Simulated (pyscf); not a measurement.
Structures and frequencies: ωB97X-D3(BJ)/def2-SVP in PySCF.

SMILES: [Ga]([NH][GeH3])([NH2])[NH2]
```xyz
13

N     -2.6092    -0.1078    -0.0162
Ga    -1.0253    -0.4754     0.7949
N     -0.9536    -0.8121     2.5781
N      0.5148    -0.4942    -0.1927
Ge     2.1895    -0.8781     0.4172
H     -3.4655     0.0655     0.4952
H     -2.6792     0.2208    -0.9711
H     -1.7803    -0.9980     3.1322
H     -0.1199    -1.1642     3.0319
H      0.4529    -0.2296    -1.1707
H      3.0833     0.3765     0.5228
H      2.8943    -1.8916    -0.5078
H      2.0262    -1.4928     1.8184
```
Charge 0, spin multiplicity 1.

Task: How much does it cost (ΔH, 298 K, ωB97M-D3(BJ)/def2-TZVP) to split H₂N–Ga(NH₂)–NH–GeH₃ at its Ga–N bond into [H₂N–Ga–NH₂]• + •HN–GeH₃?

Result: Ga–N to [H₂N–Ga–NH₂]• + •HN–GeH₃: 92.5 kcal/mol. The 7 functionals that were run give +85.8 (PBE) to +96.9 kcal/mol (ωB97X-D3(BJ)/def2-TZVP). The radicals are drawn with the spin at the cut bond; how far it spreads was not checked. •HN–GeH₃ lies 28.5 kcal/mol over its isomer H₂N–GeH₂• (electronic energy, ωB97M-D3(BJ)/def2-TZVP). Other isomers of [H₂N–Ga–NH₂]• were not searched in full and may lie lower. Elements up to Kr have no core potential and no relativistic terms here.
